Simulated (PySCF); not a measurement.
# Vibration and rotation of InF⁻

UHF-CCSD(T) constants of InF⁻, ²Π (doublet), unpaired electrons π ↑ (In def2-SVPD with ECP28, F def2-SVPD; scalar-relativistic core potentials (PySCF 2.14); masses 114.9039 and 18.9984 u):

* ωe: 397.3 cm⁻¹
* ωexe: 2.95 cm⁻¹
* Be: 0.22831 cm⁻¹
* αe: 0.00215 cm⁻¹
* De to In + F⁻: 2.12 eV

(1) What force constant and bond length do these constants imply?

(2) Estimate the centrifugal constant D from the Kratzer relation and find the Dunham coefficient a1.

Correlated steps freeze 5 core orbitals. Correlated levels converge slowly with the basis: in double zeta they bind strong bonds too weakly, by up to about 1 eV, and carry superposition errors of some tenths. Spin–orbit coupling is left out, which matters for elements this heavy, above all for dissociation energies. For an ion De counts to the pair picked by the measured ionisation energies or electron affinities, which need not be the lowest pair at this level. The state was picked by a PBE0 search and need not be the measured ground state.

Answers

(1) Reduced mass μred = 16.303 u; k = 5.8918×10⁻⁷·μred·ωe² (u, cm⁻¹, mdyn/Å) = 1.52 mdyn/Å; Re = √(16.8576/(μred·Be)) (u, cm⁻¹, Å) = 2.128 Å.

(2) D = 4Be³/ωe² = 3.02e-07 cm⁻¹; a1 = −1 − αeωe/(6Be²) = -3.73.
